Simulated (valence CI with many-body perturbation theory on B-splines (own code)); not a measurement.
**Questions on Tc38+**

Computed by configuration interaction combined with many-body perturbation theory (CI+MBPT): three valence electrons over a frozen Dirac-Fock core [He], a basis of 11 s, 11 p, 10 d, 8 f, 5 g, 2 h functions for each j, with the one-electron correlation potential Σ1 (screened to all orders), the two-electron term Σ2, the three-electron term Σ3, Breit, model QED; selected single and double excitations, second order for the rest, scaled by the run's own slope (own B-spline code, finite nucleus).

No measured spectrum was set against this ion. As an estimate, large intervals hold to a few tenths of a per cent, small ones and those within an open d or f shell to about a per cent.

Levels are named by their leading jj configuration (3d3/2^4 stands for four electrons in 3d with j = 3/2), which in mixed levels can hold well under half, so a name can repeat and another be missing.

Rates and lifetimes use the calculated energies. Strong lines usually hold to 10 to 20 %, long lifetimes can be off by a factor of two.

Problem. What is the ground level?

Solution. (2s^2 2p1/2) J=1/2, composition 99 % 2s²2p ²P°, g = 0.651.

Problem. Among levels below 36589 × 10³ cm⁻¹, which E1 lines absorb most strongly from the ground level?

Solution. to (2s^2 3d3/2) J=3/2 at 0.3834 nm, f = 0.745; to (2s 2p1/2 3p3/2) J=3/2 at 0.3757 nm, f = 0.210; to (2s 2p1/2 3p3/2) J=1/2 at 0.3764 nm, f = 0.136.

Problem. Where does the other parity begin?

Solution. At (2s 2p1/2^2) J=1/2, 929.00 × 10³ cm⁻¹.

Problem. What is the ionisation energy?

Solution. 5572 eV; NIST lists 5570 ± 4 eV (semi-empirical).

Problem. How well does LS coupling describe the low levels?

Solution. Among the lowest 20 levels the leading LS term, summed over configurations, holds 78 % on average. For single configurations the figures are 77 % in LS and 95 % in jj coupling. Terms mix most in the J = 3/2 level at 3284.9 × 10³ cm⁻¹, where the leading one holds 41 %.
